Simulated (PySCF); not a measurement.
Radial density of Cu⁺ (copper, charge +1)

revPBE, [Ar] 3d9 4s1, high-spin 3D determinant (an excited configuration). Computed with PySCF 2.14 in def2-QZVPPD (11s6p5d4f2g, 100 functions), with no relativity, point nucleus.

```
r (bohr)  4πr²ρ (e/bohr)  4πr²(ρα − ρβ)
0.000959          0.1818         0.0001
 0.00161          0.4950         0.0002
 0.00271           1.314         0.0006
 0.00456           3.339         0.0014
 0.00767           7.889         0.0033
  0.0129           16.50         0.0068
  0.0217           28.19         0.0105
  0.0365           34.99         0.0092
  0.0614           29.88         0.0016
   0.103           30.60         0.0241
   0.174           39.88         0.1315
   0.292           22.55         0.4497
   0.492           20.57         1.0637
   0.827           17.38         0.8687
    1.39           4.292         0.5641
    2.34          0.9348         0.5222
    3.93          0.1220         0.1079
    6.62        0.002142         0.0021
    11.1       1.261e-05         0.0000
```
